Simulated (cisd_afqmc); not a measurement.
Input (AFQMC/CISD/def2-QZVPPD; cisd_afqmc is a phaseless AFQMC code with CISD trial states that reads the integrals written by Ansatz): A basis named .json is the Basis Set Exchange file of that set.

Ansatz 0.2 input:
```python
import cisd_afqmc

open("ham.yaml", "w").write("""\
crystal:
  periodic: [false, false, false]
  atoms:
    - {symbol: Br, position_ang: [0.00000000, 0.00000000, 0.00000000]}
basis:
  gaussian:
    orbitals: def2-QZVPPD.json
magnetization: {spin_polarized: true, initial_magnetization: 1}
correlation: {method: ccsd, electrons: outside_noble_gas, hamiltonian_folder: ham}
scf: {lower_state_search: full}
""")
rep = cisd_afqmc.ansatz("ham.yaml")
e_ccsd = rep["correlation"]["coupled_cluster"]["energy"]["hartree"]
out = cisd_afqmc.run("ham", e_ccsd, trial="CISD", walkers=100, populations=8, threads=8, dt=0.005, steps=40, early=24, settle=10, least=32,
    cut=5e-5, rank_cut=2e-4, target=0.0004, seconds=1500, seed=1, memory=12960, gpu=False)
```

Output:

```
orbitals 84, occupied [4, 3], factors 478 of 630, rank of the doubles 216 of 563
E(HF) = -2572.447729
E(CCSD) on the cut factors = -2572.616465, shift to the whole factors -0.000006
Energy of the trial state on the determinant = -2572.616383
  tau behind 7.2 of longer steps, mean of the populations' last blocks
   2.0  -2572.62241
   4.0  -2572.62322
   6.0  -2572.62298
   8.0  -2572.62246
blocks 276 (0 outliers left out), error by blocks joined: 1: 0.00009, 2: 0.00012, 4: 0.00015, 8: 0.00017, 16: 0.00019
E(AFQMC/CISD) = -2572.62283 +/- 0.00019
```
